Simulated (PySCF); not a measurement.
Input for PySCF: R-HF/3-21G on HBr (SMILES Br).

```python
from pyscf import gto, scf, dft, mp
from pyscf.data.elements import chemcore

mol = gto.M(
    atom='''
    Br   -0.46725957   -1.37691034   -0.09631907
    H     0.41335495   -0.30808090    0.25409780
    ''',
    basis='3-21g',
    charge=0, spin=0, verbose=3, max_memory=1800)
mf = scf.RHF(mol)
mf.conv_tol = 1e-8
mf.max_cycle = 100
mf.kernel()
if not mf.converged:
    mf = mf.newton().run(mf.mo_coeff, mf.mo_occ)
```

Output:

```
converged SCF energy = -2560.61549361537
```

Self-consistency was reached.

Cost: roughly 0.14 core-seconds.
